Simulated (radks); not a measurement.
Spherical quantum dot in the effective-mass picture: electrons in a parabolic well V = omega^2 r^2 / 2 with omega = 1.07, with a point charge +2 (a donor) at the centre, all in effective atomic units (hartree* = m*/eps^2 hartree, bohr* = eps/m* bohr), one dielectric constant everywhere. Method: non-relativistic Kohn-Sham, LDA (Slater exchange, Perdew-Wang correlation), spin-polarised, spherical densities; computed with a radial shooting solver with Libxc functionals. Levels are named by radial order and angular momentum (1s, 1p, 1d, 2s, ...), and open shells are averaged over m.

N = 36, configuration 1s2 1p6 1d10 2s2 1f14 2p(up 2, down 0). This is the lowest configuration that the search found. Occupied and some empty levels:

level    occupation  eigenvalue (hartree*)  <r> (bohr*)
1s up             1                 14.827       0.9463
1s down           1                 14.872       0.9532
1p up             3                 15.848        2.080
1p down           3                 15.868        2.099
2s up             1                 15.967        2.184
2s down           1                 15.980        2.177
1d up             5                 16.369        2.483
1d down           5                 16.381        2.486
1f up             7                 16.901        2.742
1f down           7                 16.912        2.741
2p up             2                 16.916        2.323
2p down           0                 16.949        2.325
3s up             0                 17.232        2.430
3s down           0                 17.252        2.437
1g up             0                 17.471        2.943
1g down           0                 17.482        2.941
2d up             0                 17.637        2.584
2d down           0                 17.660        2.596

Energy (hartree*): total 356.460, kinetic 39.673, external 94.368, Hartree 240.08, exchange-correlation -17.658.

Electron density:

r (bohr*)  n(r) (e/bohr*^3)
0.101                 3.263
0.356                 1.268
0.611                0.5800
0.866                0.3430
1.12                 0.2670
1.38                 0.2516
1.63                 0.2591
1.89                 0.2713
2.14                 0.2745
2.40                 0.2583
2.65                 0.2197
2.90                 0.1652
3.16                 0.1080
3.41                0.06031
3.67                0.02853
3.92                0.01137
4.18               0.003801
4.43               0.001069
4.69              0.0002542
4.94             0.00005053
